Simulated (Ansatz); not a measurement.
Start from `[SiH3]C[SiH2]I` and change one atom or group to get `[SiH3]C[SiH2][SeH]`.

Ansatz, PBE0-D4/def2-TZVP geometries, multiplicity 1. Each molecule was computed in one conformer, which needn't be the lowest.

Elements past krypton have def2 core potentials. Scalar relativity is left out up to krypton.

```json
{"property": "HOMO energy (ωB97M-V/def2-TZVPP) / eV", "`[SiH3]C[SiH2]I`": "-9.72"}
{"property": "HOMO energy (PBE0/def2-TZVPP) / eV", "`[SiH3]C[SiH2]I`": "-7.60"}
{"property": "size of the dipole moment (PBE/def2-TZVPP) / D", "`[SiH3]C[SiH2]I`": "1.32"}
{"property": "HOMO–LUMO gap (B3LYP/def2-TZVPP) / eV", "`[SiH3]C[SiH2]I`": "6.48"}
{"property": "HOMO–LUMO gap (PBE/def2-TZVPP) / eV", "`[SiH3]C[SiH2]I`": "4.96"}
{"property": "HOMO–LUMO gap (ωB97M-V/def2-TZVPP) / eV", "`[SiH3]C[SiH2]I`": "10.81"}
```

(1) What does the change do to each property? (Best estimate.)

Results:

(1) Ansatz gave: 
```
                                      property  `[SiH3]C[SiH2][SeH]`  shift
         HOMO energy (ωB97M-V/def2-TZVPP) / eV                 -9.20   0.52
            HOMO energy (PBE0/def2-TZVPP) / eV                 -7.03   0.57
size of the dipole moment (PBE/def2-TZVPP) / D                  1.60   0.28
         HOMO–LUMO gap (B3LYP/def2-TZVPP) / eV                  6.59   0.11
           HOMO–LUMO gap (PBE/def2-TZVPP) / eV                  5.10   0.14
       HOMO–LUMO gap (ωB97M-V/def2-TZVPP) / eV                 10.94   0.13
```

With PBE0 the HOMO rises by 0.57 eV and the LUMO rises by 0.76 eV, so the gap widens by about 0.19 eV. PBE moves the HOMO by 0.58 eV and ωB97M-V by 0.52 eV. Dipoles are sizes alone; their direction can turn.

B3LYP here is the variant with VWN-RPA as its local correlation; programs differ in this.

Spin–orbit coupling is left out; it splits and shifts lone-pair levels of the heavy atoms by tenths of an eV.
